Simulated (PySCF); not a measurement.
A side-by-side comparison of computed properties.

First species: C4H2FN3.
Atom-mapped SMILES: `[CH:1]#[C:2][c:3]1[n:4][nH:5][c:6]([F:7])[n:8]1` (hydrogens: H9 on C1; H10 on N5)

Second species: 1-ethylpyrrole, C6H9N.
Structure used (GFN2-xTB), in Å, numbered top down from 1:
```
atom  x, y, z in Å
C1    -2.090    0.154    0.648
C2    -1.284   -0.181   -0.608
N3     0.131   -0.099   -0.367
C4     0.889    1.023   -0.482
C5     2.168    0.730   -0.093
C6     2.183   -0.627    0.281
C7     0.913   -1.104    0.105
H8    -3.154    0.085    0.440
H9    -1.842   -0.539    1.449
H10   -1.863    1.163    0.983
H11   -1.524   -1.195   -0.941
H12   -1.543    0.517   -1.410
H13    0.467    1.942   -0.841
H14    2.999    1.407   -0.079
H15    3.029   -1.183    0.633
H16    0.513   -2.086    0.271
```

Levels: CAM-B3LYP/def2-SVPD for dipole moment, HOMO energy, LUMO energy, HOMO–LUMO gap, static isotropic polarisability and electronic spatial extent ⟨r²⟩ about the centre of nuclear charge; TDDFT CAM-B3LYP/def2-SVPD for lowest singlet excitation; TDA CAM-B3LYP/def2-SVPD for lowest triplet excitation (Tamm–Dancoff); GFN2-xTB for rotational constant A and rotational constant C. Geometries: GFN2-xTB. Each structure is a single optimised conformer of the isolated species, non-relativistic unless stated; the electronic structure was computed with PySCF and density fitting.

The conformers computed, where there is a choice (atom-mapped SMILES and torsion angles):
- `[CH3:1][CH2:2][n:3]1[cH:4][cH:5][cH:6][cH:7]1`: C1–C2–N3–C4 -88°

```csv
property,column X,column Y
dipole moment,2.14 D,2.23 D
HOMO energy,-8.85 eV,-7.30 eV
LUMO energy,0.11 eV,1.31 eV
HOMO–LUMO gap,8.96 eV,8.61 eV
lowest singlet excitation,5.87 eV,6.02 eV
lowest triplet excitation (Tamm–Dancoff),4.00 eV,4.39 eV
static isotropic polarisability,64.9 au,75.6 au
electronic spatial extent ⟨r²⟩ about the centre of nuclear charge,917 bohr²,767 bohr²
rotational constant A,7.300 GHz,6.632 GHz
rotational constant C,1.141 GHz,1.732 GHz
```

**Question.** Which column belongs to which species?

**Answer.** Column X is the first species and column Y the second. The first has 10 atoms and 56 electrons, the second 16 and 52.

**Question.** How does each property change from the first species to the second?

**Answer.** dipole moment +0.09 D; HOMO energy +1.55 eV; LUMO energy +1.20 eV; HOMO–LUMO gap -0.35 eV; lowest singlet excitation +0.15 eV; lowest triplet excitation (Tamm–Dancoff) +0.39 eV; static isotropic polarisability +10.7 au; electronic spatial extent ⟨r²⟩ about the centre of nuclear charge -150 bohr²; rotational constant A -0.668 GHz; rotational constant C +0.591 GHz.

On the first: The dipole equals about 7.1 × 10⁻³⁰ C·m (1 D = 3.33564 × 10⁻³⁰ C·m). The principal polarisabilities are 38.4, 56.1 and 100.2 au; their mean is the isotropic value.

On the second: No computed singlet falls in the visible range (750 to 380 nm, 1.65 to 3.26 eV); S1 lies 2.76 eV above its blue end. In wavenumbers S1 is 48600 cm⁻¹ (1 eV = 8065.54 cm⁻¹).
